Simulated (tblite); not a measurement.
Species: C4H7NO2.
Numbering: `[CH3:1]/[CH:2]=[N:3]/[CH2:4][O:5][CH:6]=[O:7]` (hydrogens: H8, H9, H10 on C1; H11 on C2; H12, H13 on C4; H14 on C6)

Structure used (GFN2-xTB), in Å, numbered top down from 1:
```
atom  x, y, z in Å
C1     2.665    0.431    0.026
C2     1.183    0.360   -0.038
N3     0.586   -0.729    0.161
C4    -0.808   -0.886    0.119
O5    -1.542    0.326   -0.185
C6    -2.856    0.238   -0.141
O7    -3.502   -0.733    0.121
H8     3.078   -0.547    0.252
H9     3.056    0.786   -0.926
H10    2.965    1.144    0.793
H11    0.664    1.296   -0.264
H12   -1.054   -1.642   -0.640
H13   -1.151   -1.268    1.090
H14   -3.285    1.225   -0.389
```

Computed with GFN2-xTB (tblite): harmonic, unscaled wavenumbers at the GFN2-xTB geometry, gas phase. This tight-binding method is rough: wavenumbers can miss measured ones by several per cent, in bad cases by 10 to 20. One conformer, not necessarily the lowest. The optimisation stopped once no atom felt more than 0.01 eV/Å.

Lowest wavenumbers of the output (negative numbers stand for imaginary wavenumbers):
```
mode    cm-1
  1     -20.8
  2     118.4
  3     127.1
  4     178.4
  5     223.4
  6     250.4
  7     347.3
  8     356.6
  9     608.2
 10     731.7
 11     832.9
 12     926.8
 13     930.3
 14     937.0
 15    1004.1
```

Is this structure a minimum?

Not by this Hessian. 1 mode is imaginary beyond 20i (21i cm⁻¹), so at this level the point lies at or near a first-order saddle. The curvature is small, so loose convergence or finite differences may be the whole cause.

Which atoms move in the imaginary mode?

21i: O7 (ester carbonyl oxygen) 37 %, O5 (ester single-bonded oxygen) 28 %, C4 (sp3 carbon bound to oxygen) 14 %, C1 (methyl carbon) 10 %. These are shares of the mass-weighted motion.

What is the remedy?

Step along that mode in both directions, optimise again with tighter thresholds and repeat the frequencies. The zero-point energy of this point (67.4 kcal/mol) counts the 35 real modes alone, and thermal corrections from it aren't those of a minimum.
